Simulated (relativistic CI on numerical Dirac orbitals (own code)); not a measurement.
Calculated at this level of theory: Dirac-Coulomb-Breit CI, KLI orbitals optimised for each configuration, model QED (radiative potential, 1s self-energy scaled to tabulated hydrogen-like ionisation energies), unscaled Slater integrals (own radial code, finite nucleus).

The strongest absorption lines from the ground level of an ion, among the configurations computed and to levels below about 412 eV (vacuum wavelength in Å, gf): 41.402 (0.06), 41.625 (0.038), 57.107 (0.14), 57.916 (0.099), 281.67 (1), 334.94 (0.41).

Problem. Which ion is it?
A. Pd¹⁷⁺
B. Sn²¹⁺
C. Ru¹⁵⁺
D. Pd¹⁵⁺

Solution. A. Pd¹⁷⁺ has 29 electrons and the ground level 3d¹⁰4s ²S1/2; the strongest line goes to 3d¹⁰4p ²P°3/2. The pattern of lines fixes the number of electrons, and along that sequence the line energies rise steadily with the charge (about as its square where n changes within one kind of shell, about linearly where n is kept but much faster in heavy ions where fine structure, which grows about as Z⁴, sets the gap, and irregularly where shells cross), which fixes Z. Configurations outside the model, such as inner-shell arrays, can give stronger lines. At this charge energies of transitions that change n are usually good to better than 1 %, and those within a shell (Δn = 0) to a few per cent.

LS names give the leading component of a level, which can be under half, so a name can repeat, a term be missing and a line seem to break the LS rules.
